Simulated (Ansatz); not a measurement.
`Br[SiH]1NCO1` + H₂ → `C1N[SiH2]O1` + HBr at 700 K and 1 bar (hydrogenolysis of the Si–Br bond).

Isolated molecules relaxed with PBE0-D4/def2-TZVP in Ansatz; ΔE leaves out vibrations. CCSD(T)/CBS adds triple-zeta CCSD(T) − MP2 to the extrapolated MP2 energy (def2 sets, frozen cores). This one scheme is used for every species. For Br outer-core shells are correlated without core-valence functions, which leaves a few kJ/mol of doubt a bond. Scalar relativity is left out up to krypton.

```csv
species,CCSD(T)/CBS energy (Eh),H − E (kJ/mol),S (J/(mol·K))
`Br[SiH]1NCO1`,-3032.81385,221.6,429.8
H₂,-1.17544,46.8,155.3
`C1N[SiH2]O1`,-460.03231,230.5,375.5
HBr,-2573.91920,36.5,223.7
```

H − E and S are ideal-gas, rigid-rotor, harmonic terms from PBE0-D4/def2-TZVP, for one conformer and one mirror image of each species. For small species the MP2-based limit differs from directly extrapolated CCSD(T) by up to some mEh (0.8 for H₂); such offsets cancel only in part. 1 Eh = 2625.50 kJ/mol, R = 8.31446 J/(mol·K).

**Question.** By hand: ΔE, ΔH, ΔS and ΔG.

**Answer.** ΔE = (-460.03231) + (-2573.91920) − (-3032.81385) − (-1.17544) = 0.03778 Eh = 99.2 kJ/mol. Δ(H − E) = 230.5 + 36.5 − 221.6 − 46.8 = -1.4, so ΔH = 97.8 kJ/mol. ΔS = 375.5 + 223.7 − 429.8 − 155.3 = 14.1 J/(mol·K). ΔG = 97.8 − 700 × (14.1)/1000 = 87.9 kJ/mol.

**Question.** By hand: the equilibrium constant, and the temperature at which ΔG would vanish if ΔH and ΔS stayed fixed.

**Answer.** log₁₀ K = −ΔG/(RT ln 10) = -6.6. ΔG = 0 at ΔH/ΔS = 6936 K, far beyond where these terms or the molecules hold.

The number of gas molecules stays the same, so ΔS is small and ΔH decides. A doubt of 5 kJ/mol in ΔE shifts log₁₀ K by 0.4 here. Other conformers and mirror images would add mixing entropy, several J/(mol·K) or more a flexible species. These are equilibria of isolated gas molecules and say nothing of rates. Largest T1 diagnostic: 0.011 (customary marks: 0.02 for closed shells, 0.045 for open ones).
